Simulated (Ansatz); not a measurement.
Isolated molecules relaxed with PBE0-D4/def2-TZVP in Ansatz; ΔE leaves out vibrations. CBS: MP2 limit from def2 TZ/QZ plus the TZ coupled-cluster correction, frozen cores. DFT in def2-TZVPP. For Ge outer-core shells are correlated without core-valence functions, which leaves a few kJ/mol of doubt a bond. Scalar relativity is left out up to krypton. Each species was taken in one conformer, which may not be the lowest.

Reaction (redistribution): `F[SiH](Cl)O[SiH3]` + `[BH2][GeH2][OH]` → `B[SiH](Cl)O[SiH3]` + `[OH][GeH2][F]`

Task: Is it downhill or uphill in electronic energy at CCSD(T)/CBS, and by how much? (Best estimate.)

Result: Ansatz gave: Uphill: ΔE = +95.8 kJ/mol.

Task: What do these levels give: ωB97M-V, PBE, BLYP, LC-ωPBE, HF/CBS(def2), CCSD/CBS(def2)? (An estimate is asked.)

Result: Ansatz gave: ωB97M-V 91.4, PBE 81.3, BLYP 83.5, LC-ωPBE 87.1, HF/CBS(def2) 91.2, CCSD/CBS(def2) 97.6 kJ/mol.

Task: What do rigid-rotor, harmonic-oscillator terms from PBE0-D4/def2-TZVP frequencies (298.15 K, 1 bar) make of the CCSD(T)/CBS value? (An estimate is asked.)

Result: Ansatz gave: ΔZPE = -0.6 kJ/mol, ΔH = +95.5 kJ/mol, ΔS = 0 J/(mol·K), ΔG = +95.4 kJ/mol. Modes under 50 cm⁻¹ make the entropy rough.

Largest T1 diagnostic among the species: 0.012.

From BLYP to BHLYP (50 % exact exchange), in def2-TZVPP and without D4, ΔE moves by +9.1 kJ/mol. Leaving LDA and LC-ωPBE aside and taking each functional with its dispersion term where it has one, the values, not all of them listed here, spread over 14.8 kJ/mol, from revPBE-D4 to r2SCAN0-D4. LDA lies +8.5 kJ/mol from PBE without D4.
